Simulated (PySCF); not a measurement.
Compound: C4H4FOP.
Bonds: C1–C2, C2–O3 (aromatic), O3–C4 (aromatic), C4–P5 (aromatic), P5–C6 (aromatic), C6–F7, C2–C6 (aromatic). Hydrogens: H8, H9, H10 on C1; H11 on C4.

A GFN2-xTB structure was refined with PBE0-D3(BJ)/def2-SVP geometry optimisation, gas phase in PySCF 2.14.0. Its GFN2-xTB values:

```
coordinate  GFN2-xTB
     C1–C2   1.488 Å
     C1–H8   1.086 Å
     C2–O3   1.339 Å
     C2–C6   1.364 Å
     O3–C4   1.338 Å
     C4–P5   1.707 Å
    C4–H11   1.076 Å
     P5–C6   1.773 Å
     C6–F7   1.344 Å
  C1–C2–O3    118.7°
  C1–C2–C6    128.8°
  C2–O3–C4    112.1°
  C2–C6–P5    113.1°
  C2–C6–F7    122.3°
  O3–C2–C6    112.5°
  O3–C4–P5    116.8°
  P5–C6–F7    124.6°
```

Problem. How do these coordinates change at the PBE0-D3(BJ)/def2-SVP level?

Solution. 
```tsv
coordinate	PBE0-D3(BJ)/def2-SVP (Å or °)	change
P5–C6	1.788	+0.015
C6–F7	1.329	-0.015
C4–H11	1.090	+0.014
C1–H8	1.098	+0.012
C2–O3	1.349	+0.010
C1–C2	1.480	-0.008
C4–P5	1.709	+0.002
C2–C6	1.363	-0.001
O3–C4	1.339	+0.001
C1–C2–C6	130.1	+1.3
C1–C2–O3	117.9	-0.8
C2–O3–C4	112.6	+0.5
O3–C2–C6	112.0	-0.5
C2–C6–F7	122.1	-0.2
O3–C4–P5	116.7	-0.1
C2–C6–P5	113.2	+0.1
P5–C6–F7	124.7	+0.1
```

The energy falls by 0.62 kcal/mol over 9 energy and gradient evaluations, the largest force component goes from 0.0149 to 2.3e-04 Eh/bohr, and the atoms move by 0.021 Å rms after alignment. Among the bonds, P5–C6, C6–F7 and C4–H11 change most and about equally (-0.015 to +0.015 Å). Bonds longer at the end by more than 0.005 Å: 6 of 11; shorter: 2. Rotational constants go from 3290, 2401, 1400 to 3297, 2386, 1397 MHz.

The run used 122 basis functions and 65 SCF cycles in all.

No PBE0-D3(BJ)/def2-SVP frequencies stand behind this structure, so it isn't proved a minimum.
